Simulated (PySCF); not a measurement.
Sn(CF3)(H)3 (CH₃F₃Sn), SMILES F[C](F)(F)[SnH3]. Coordinates come from a PBE-D3(BJ)/def2-SVP optimisation. The structure was generated by enumeration; whether it is a known compound was not checked. The def2 effective core potentials stand for the cores of Sn; spin–orbit coupling is left out.

Computed equilibrium geometry at PBE-D3(BJ)/def2-SVP (PySCF confirms it by a frequency run) as bond lengths and angles, and its point group:
point group C3v.
Atoms: Sn1 C2 F3 F4 F5 H6 H7 H8. Bonded distances (Å): Sn1–C2 2.221, Sn1–H6 1.722, Sn1–H7 1.722, Sn1–H8 1.722, C2–F3 1.357, C2–F4 1.357, C2–F5 1.357. Angles (°): C2–Sn1–H6 107.5, C2–Sn1–H7 107.5, C2–Sn1–H8 107.5, H6–Sn1–H7 111.4, H6–Sn1–H8 111.4, H7–Sn1–H8 111.4, Sn1–C2–F3 111.5, Sn1–C2–F4 111.5, Sn1–C2–F5 111.5, F3–C2–F4 107.3, F3–C2–F5 107.3, F4–C2–F5 107.3.
